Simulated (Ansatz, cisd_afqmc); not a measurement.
System: CaCl, charge 1, singlet. CaCl+ (SMILES [Cl][Ca+]).
B3LYP-D3(BJ)/def2-TZVP minimum from Ansatz (a quantum-chemistry and plane-wave program):
```
Ca
Cl 1 2.3310
```
Charge +1, spin multiplicity 1.

Total energies in def2-SVP, 8 correlated electrons, 14 frozen orbitals. Radicals and triplets start from unrestricted determinants; spin-orbit coupling is neglected. Correlated methods leave the cores frozen (noble-gas shells, and filled d and f shells in the p block). No relativity. AFQMC/CISD: phaseless, guided by CISD from CCSD amplitudes; bars are statistical, one sigma. Outlying blocks are dropped, and bars are widened where a walk drifts. Over all cases where full CI ran beside it in this data, AFQMC minus full CI had a median of +0.1 mEh and passed +0.4 mEh in a tenth of the cases. The spin of CaCl+ ([Cl][Ca+], singlet) was assumed, and the state is the lowest solution found for it.

The bar of a AFQMC/CISD walk is widened from 0.14 to 0.19 mEh, since its error had not levelled off in the blocking analysis, or few joins of blocks were possible.

```tsv
method	program	energy (Eh)	minus CCSDTQ (mEh)
HF	Ansatz	-1135.90252	157.19
MP2	Ansatz	-1136.04476	14.95
CCSD	Ansatz	-1136.05614	3.57
CCSD(T)	Ansatz	-1136.05922	0.49
CCSDT(Q)	Ansatz	-1136.05973	-0.02
CCSDTQ	Ansatz	-1136.05971	0.00
AFQMC/CISD	cisd_afqmc	-1136.0598 ± 0.0002	-0.1 ± 0.2
```

Rough core times of Ansatz's runs on a shared machine: CCSD(T) under 20 s, CCSDT(Q) under 20 s, CCSDTQ 40 s.
